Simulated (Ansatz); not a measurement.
The cluster Pb₃Se₂F₂⁺. Total charge 1; doublet. Geometry PBE-D4/def2-SVP, that of the neutral singlet; atoms count from 1.

```tsv
atom	x (Å)	y (Å)	z (Å)
Pb1	1.560	0.600	-1.626
Pb2	-0.183	-1.544	0.478
Pb3	-1.285	1.721	0.908
Se4	1.387	0.814	1.197
Se5	-1.257	0.282	-1.536
F6	-1.780	-0.278	1.776
F7	1.558	-1.594	-1.197
```

In the def2 sets Pb takes a core potential; there is no spin–orbit coupling. The structure comes from a short search, and lower isomers may exist.

Question: Estimate the Mulliken populations from the PBE0/def2-TZVP orbitals of Ansatz.

Answer: 
| atom | charge (e) | spin (α − β) |
| --- | --- | --- |
| Pb1 | 0.88 | 0.09 |
| Pb2 | 0.93 | -0.03 |
| Pb3 | 0.88 | 0.09 |
| Se4 | -0.32 | 0.42 |
| Se5 | -0.32 | 0.42 |
| F6 | -0.52 | 0.01 |
| F7 | -0.52 | 0.01 |
Mulliken values depend strongly on the basis.

Question: Where does the spin sit?

Answer: Summed by element: Pb 0.14, Se 0.84, F 0.02, of 1 unpaired in all. Largest on single atoms: Se4 0.42, Se5 0.42, Pb1 0.09.

Question: And the Mayer bond orders between heavy atoms (over 0.3)?

Answer: Pb1–Se4 0.69 (2.84 Å); Pb1–Se5 0.69 (2.84 Å); Pb1–F7 0.47 (2.24 Å); Pb2–Se4 0.56 (2.92 Å); Pb2–Se5 0.56 (2.92 Å); Pb3–Se4 0.69 (2.84 Å); Pb3–Se5 0.69 (2.84 Å); Pb3–F6 0.47 (2.24 Å).
